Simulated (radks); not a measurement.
Initial-state core-level shifts of neutral germanium when its valence configuration changes from [Ar] 3d10 4s2 4p2. All-electron calculation, Dirac Kohn-Sham, LDA (Slater exchange, Perdew-Wang correlation), spin-unpolarised, spherical densities, finite nucleus; open shells fill j = l - 1/2 first; Fermi nuclear charge, rms radius 4.0742 fm. Program: a radial shooting solver on a logarithmic mesh with Libxc functionals. Shifts are changes of the shell-averaged eigenvalues in eV (positive: less bound); the change of the density at the nucleus, which sets a Mossbauer isomer shift, is in e/bohr^3, on a base of 3.156e+04.

[
 {"valence": "3d9 4s2 4p3", "1s": "-11.615", "2s": "-12.814", "2p": "-12.700", "3p": "-10.423", "density at nucleus": "+11.735"},
 {"valence": "3d10 4p4", "1s": "-3.546", "2s": "-3.409", "2p": "-3.405", "3p": "-3.493", "density at nucleus": "-35.472"},
 {"valence": "3d9.5 4s2 4p2.5", "1s": "-5.689", "2s": "-6.261", "2p": "-6.206", "3p": "-5.154", "density at nucleus": "+5.718"},
 {"valence": "3d10 4s1.5 4p2.5", "1s": "-0.941", "2s": "-0.905", "2p": "-0.905", "3p": "-0.925", "density at nucleus": "-8.260"},
 {"valence": "3d8.5 4s2 4p3.5", "1s": "-17.775", "2s": "-19.651", "2p": "-19.475", "3p": "-15.799", "density at nucleus": "+18.042"},
 {"valence": "3d8 4s2 4p4", "1s": "-24.162", "2s": "-26.765", "2p": "-26.525", "3p": "-21.275", "density at nucleus": "+24.629"},
 {"valence": "3d10 4s1 4p3", "1s": "-1.842", "2s": "-1.771", "2p": "-1.770", "3p": "-1.812", "density at nucleus": "-16.942"},
 {"valence": "3d8.5 4s1.5 4p4", "1s": "-18.589", "2s": "-20.444", "2p": "-20.265", "3p": "-16.595", "density at nucleus": "+7.272"},
 {"valence": "3d8.5 4s1 4p4.5", "1s": "-19.380", "2s": "-21.215", "2p": "-21.032", "3p": "-17.369", "density at nucleus": "-3.849"}
]
